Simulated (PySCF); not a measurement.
Choosing a molecule for a target property.

Species are written as SMILES; each is one conformer at its optimised geometry, gas phase, non-relativistic unless stated. Electronic properties by PySCF.

The conformers computed, where there is a choice (atom-mapped SMILES and torsion angles):
- `[CH3:1][C:2]#[C:3][PH:4][CH2:5][C:6]([CH3:7])([CH3:8])[CH3:9]`: C3–P4–C5–C6 -178°, P4–C5–C6–C7 -56°
- `[CH2:1]=[C:2]([CH3:3])[CH:4]=[C:5]1[CH2:6][CH:7]([CH3:8])[CH2:9]1`: C1–C2–C4–C5 179°
- `[CH3:1][N:2]([CH3:3])[c:4]1[s:5][n:6][n:7][c:8]1[C:9]([F:10])([F:11])[F:12]`: C1–N2–C4–S5 177°, N7–C8–C9–F10 7°
- `[CH3:1][SiH2:2][Si@:3]([CH3:4])([OH:5])[SiH2:6][NH2:7]`: C1–Si2–Si3–C4 -73°, Si2–Si3–Si6–N7 3°, H–O5–Si3–Si2 169°, H–N7–Si6–Si3 -174°, H–N7–Si6–Si3 49°

Question: Wanted: HOMO energy below -6.3 eV (PBE0/pcSseg-1) and dipole moment above 4 D (PBE0/pcSseg-1), at GFN2-xTB geometries. Which candidate meets both?
A. `CC#CPCC(C)(C)C`
B. `CN(C)C1=C(C(F)(F)F)N=NS1`
C. `C(=C1CC(C1)C)C(=C)C`
D. `C(=CC)(Cl)Cl`

Answer: B. Computed values:
```csv
species,HOMO energy,dipole moment
C(=CC)(Cl)Cl,-7.26 eV,2.05 D
CN(C)C1=C(C(F)(F)F)N=NS1,-6.80 eV,6.86 D
CC#CPCC(C)(C)C,-6.53 eV,1.47 D
C(=C1CC(C1)C)C(=C)C,-6.14 eV,1.09 D
```

Question: Wanted: smallest rotational constant above 0.76 GHz (GFN2-xTB) and HOMO–LUMO gap above 7 eV (PBE0/pcSseg-1), at GFN2-xTB geometries. Which candidate meets both?
A. `C=C(C)C=C1CC(C)C1`
B. `C(PCC(C)(C)C)#CC`
C. `C[SiH2][Si@](C)(O)[SiH2]N`
D. `C(Cl)(Cl)=CC`

Answer: D. Computed values:
| species | smallest rotational constant | HOMO–LUMO gap |
| --- | --- | --- |
| C(PCC(C)(C)C)#CC | 0.526 GHz | 6.95 eV |
| C=C(C)C=C1CC(C)C1 | 0.715 GHz | 5.67 eV |
| C[SiH2][Si@](C)(O)[SiH2]N | 0.806 GHz | 6.40 eV |
| C(Cl)(Cl)=CC | 1.532 GHz | 7.07 eV |
